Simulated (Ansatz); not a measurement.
**Strength of the C–Se bond: C3H5Se → C3H5 + Se**

Species: C3H5Se `C=CC[Se]`, doublet; C3H5 `[CH2]C=C`, doublet; Se atom, triplet. 

Shapes, held fixed at every level: PBE0-D4/def2-TZVP. Flexible molecules stand in one conformer, not always the lowest. Programs: Ansatz 0.2.0. The zero-point and thermal change to 298 K, harmonic and unscaled (PBE0-D4/def2-TZVP), is -18.4 kJ/mol.

```
                level                    kind  ΔH(298 K) (kJ/mol)  CPU time (sum over the molecules)
        HF/def2-TZVPP            Hartree–Fock               +43.5                                  –
    PBE-D4/def2-TZVPP                     GGA              +205.4                               33 s
 r2SCAN-D4/def2-TZVPP                meta-GGA              +180.4                               76 s
r2SCAN0-D4/def2-TZVPP           global hybrid              +170.7                               65 s
   wB97M-V/def2-TZVPP  range-separated hybrid              +192.7                            1.9 min
   wB97X-V/def2-TZVPP  range-separated hybrid              +199.4                               90 s
    B2PLYP/def2-TZVPP           double hybrid              +184.0                               52 s
```

B2PLYP/def2-TZVPP gives ΔH(298 K) = +184.0 kJ/mol; the levels span +43.5 to +205.4. The median of the levels is +184.0. Hartree–Fock misses the correlation of the pair that is broken and comes out low. No measured value is set beside it here. Spin contamination: C3H5 (⟨S²⟩ up to 0.95). Open shells run unrestricted unless RO is named. Relativity is left out for Se unless named. Correlated rows may include outer-core shells of Se, which these sets cover unevenly. Spin-orbit coupling lowers the free atoms by 11.3 kJ/mol; the thermal change holds that. Times are processor times on shared x86 and Arm servers, and rough.
